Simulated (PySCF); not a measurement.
Simulation results for BClGeH5N

Calculation on a computer-drawn molecule: optimised geometry and harmonic frequencies of an isolated molecule of the commonest isotopes, restricted reference for singlets and unrestricted otherwise, frozen core in MP2; on germanium a core potential holds 10 electrons, which the energies leave out, and 3d is frozen in MP2 and coupled-cluster steps. Program: PySCF 2.14.0.

Entry: BClGeH5N

Start structure:
```xyz
9
BClGeH5N
N     -0.6379     1.2795    -1.8111
B      0.2510     0.3710    -2.3111
Ge    -0.3136    -1.5974    -2.1280
Cl    -2.1525    -1.6634    -1.0988
H     -1.4420     1.0376    -1.3553
H     -0.4844     2.2570    -1.7503
H      1.2574     0.6732    -2.7733
H      0.5413    -2.5300    -1.2992
H     -0.5166    -2.4190    -3.3975
```

It was run with charge 0, multiplicity 1, method HF, basis cc-pV(D+d)Z and basis and core potential on germanium cc-pVDZ-PP ECP10MDF.

It finds rotational constants 4.262, 2.637, 1.662 GHz; total energy -835.0161 hartree; convergence status largest gradient component 1.199e-05 hartree/bohr.

Drawn bonds:
```csv
atom,other atom,order
1,2,1
2,3,1
3,4,1
1,5,1
1,6,1
2,7,1
3,8,1
3,9,1
```

Optimised structure:
```xyz
9
BClGeH5N
N     -0.6215     1.3051    -1.7705
B      0.2326     0.3507    -2.2802
Ge    -0.2939    -1.6599    -2.1260
Cl    -2.2523    -1.7233    -1.0965
H     -1.4891     1.0782    -1.3264
H     -0.4293     2.2854    -1.8117
H      1.2618     0.6783    -2.8035
H      0.6259    -2.5205    -1.2580
H     -0.5315    -2.3854    -3.4516
```

Modes:
```csv
frequency (cm⁻¹),reduced mass (dalton)
103.4,2.095
114.1,6.509
316.2,4.969
385.8,1.055
392.2,35.57
542.9,3.235
619,1.193
673.3,1.217
721,1.167
815.2,1.056
950.1,1.075
958.3,1.039
970.6,1.178
1219,1.46
1417,3.583
1758,1.236
2228,1.024
2239,1.016
2703,1.097
3794,1.051
3898,1.099
```
